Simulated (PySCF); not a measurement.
C4H7O2, SMILES C[CH]OC(C)=O, multiplicity 2. Geometry optimised at r2SCAN-D4/def2-SVP. The isomer is the one that the SMILES or the coordinates give; other isomers of the formula were not compared. Other conformers were not sampled.

Computed equilibrium geometry at r2SCAN-D4/def2-SVP (PySCF confirms it by a frequency run) as a Z-matrix (one conformer of several):
```
O
C 1 1.3690
O 2 1.2051 1 123.10
C 1 1.3736 2 118.62 3 -1.68
H 4 1.0920 1 116.03 2 8.08
C 4 1.4758 5 126.16 1 -160.04
H 6 1.0995 4 110.41 5 -30.08
H 6 1.1035 7 108.48 4 122.13
H 6 1.1099 7 107.49 8 114.93
C 2 1.5000 3 126.72 1 -179.26
H 10 1.0959 2 109.55 3 -7.02
H 10 1.1000 11 110.51 2 121.97
H 10 1.1015 11 109.62 12 117.70
```
Charge 0, spin multiplicity 2.
